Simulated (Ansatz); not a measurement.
The molecule ZnTe, closed-shell singlet (lowest of 2S+1 = 1, 3 at CCSD(T)/def2-TZVPP on PBE0 minima; our sources give no spin for the ground state, which may be another). No spin–orbit coupling. Zn is treated without relativity.

Constants: fifth-degree fit in 1/R to seven points, most abundant isotopes. In def2 and cc sets the state is the lowest found near the PBE0 minimum, followed along R. The singlet is held restricted. HF and MP2 rows in def2 and cc sets belong to the determinant that coupled cluster picked by its CCSD energy.

Correlated levels freeze the inner cores; with def2 sets outer-core shells near the valence are correlated too. CBS: X⁻³ extrapolation of the correlation energy, Hartree–Fock from the larger set.

Codes used: Ansatz (Gaussian orbitals).  In def2 rows elements past Kr take small-core potentials, without spin–orbit coupling.

Problem. What bond length and harmonic frequency does B3LYP/def2-TZVPP give?

Solution. r_e = 2.396 Å, ω_e = 250 cm⁻¹.

Problem. What bond length and harmonic frequency does MP2/CBS(def2-TZVPP, def2-QZVPP) give?

Solution. r_e = 2.314 Å, ω_e = 291 cm⁻¹.

Problem. What bond length and harmonic frequency does CCSD(T)/CBS(def2-TZVPP, def2-QZVPP) give?

Solution. r_e = 2.349 Å, ω_e = 274 cm⁻¹.

Doubts at one or more of the structures used: a restricted determinant that unrestricted orbitals would lower (MP2/CBS(def2-TZVPP, def2-QZVPP), CCSD(T)/CBS(def2-TZVPP, def2-QZVPP)).

Ansatz is a quantum-chemistry and plane-wave program.
